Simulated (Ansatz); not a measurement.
`[Cl][GeH3]` + `C=[CH][Al]([Cl])[Cl]` → `[Cl][Al]([Cl])[GeH3]` + `C=CCl`  (formal exchange of groups at a Ge–Cl bond)

Program: Ansatz. Geometries: PBE0-D4/def2-TZVP. ΔE: electronic, gas phase. CCSD(T)/CBS is the MP2 limit (def2-TZVPP, def2-QZVPP) plus CCSD(T) − MP2 in def2-TZVPP, frozen cores. This one scheme is used for every species. DFT in def2-TZVPP. HSE06 is defined as in plane-wave codes. For Ge outer-core shells are correlated without core-valence functions, which leaves a few kJ/mol of doubt a bond. Scalar relativity is left out up to krypton. Each species was taken in one conformer, which may not be the lowest.

Is it downhill or uphill in electronic energy at CCSD(T)/CBS, and by how much? (Best estimate.)

The calculation gave: Uphill: ΔE = +103.9 kJ/mol.

What do these levels give: revPBE-D4, HSE06-D4, r2SCAN0, MP2/def2-SVP, CCSD(T)/def2-SVP, MP2/def2-QZVPP? (Best estimate.)

The calculation gave: revPBE-D4 88.1, HSE06-D4 94.5, r2SCAN0 104.2, MP2/def2-SVP 111.5, CCSD(T)/def2-SVP 104.6, MP2/def2-QZVPP 111.2 kJ/mol.

Largest T1 diagnostic among the species: 0.011.

From r2SCAN to r2SCAN0 (25 % exact exchange), in def2-TZVPP and without D4, ΔE moves by +4.5 kJ/mol. Leaving LDA and LC-ωPBE aside and taking each functional with its dispersion term where it has one, the values, not all of them listed here, spread over 28.4 kJ/mol, from PBE-D4 to BHLYP-D4. LDA lies −7.9 kJ/mol from PBE without D4. In def2-TZVPP, CCSD(T) changes the Hartree–Fock value by −23.7 kJ/mol (the triples alone add −2.8 kJ/mol) and MP2 by −17.7 kJ/mol.
